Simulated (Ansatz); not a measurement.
Wavefunction ladder for CH8B2Si2

Cartesian coordinates in Å:
```
B -0.5776 -0.6392 0.9331
C -0.8021 -0.7018 -0.6072
Si 1.0571 -0.5155 -0.9486
B 0.8724 0.4670 0.8369
Si -0.8182 1.1312 -0.1772
H 0.6589 -0.6275 1.4834
H -1.2600 -1.0357 1.8281
H -1.5620 -1.2908 -1.1070
H 1.4378 0.1689 -2.2154
H 1.7644 -1.8217 -0.8726
H 1.5424 1.0811 1.6053
H -0.2599 2.0787 -1.1757
H -2.0532 1.7053 0.4171
```

Total charge 0; spin multiplicity 1. The bonds changed during the relaxation, so this is another structure than the one it started from. Geometry: relaxed with PBE0-D4/def2-TZVP. Frozen core, restricted reference, Ansatz 0.2.0. CBS rows extrapolate triple and quadruple zeta; past MP2 they add the triple-zeta difference.

```
     basis     HF (Eh)  MP2 corr.
def2-TZVPP  -669.72470   -0.65683
def2-QZVPP  -669.74660   -0.69805
```

Estimate the CCSD correlation energy and the (T) correction in each basis where they were run (hartree).


```json
{"basis": "def2-TZVPP", "CCSD corr.": "-0.71103", "(T)": "-0.03467"}
{"basis": "CBS(def2)", "CCSD corr.": "-0.78279", "(T)": "as TZ"}
```
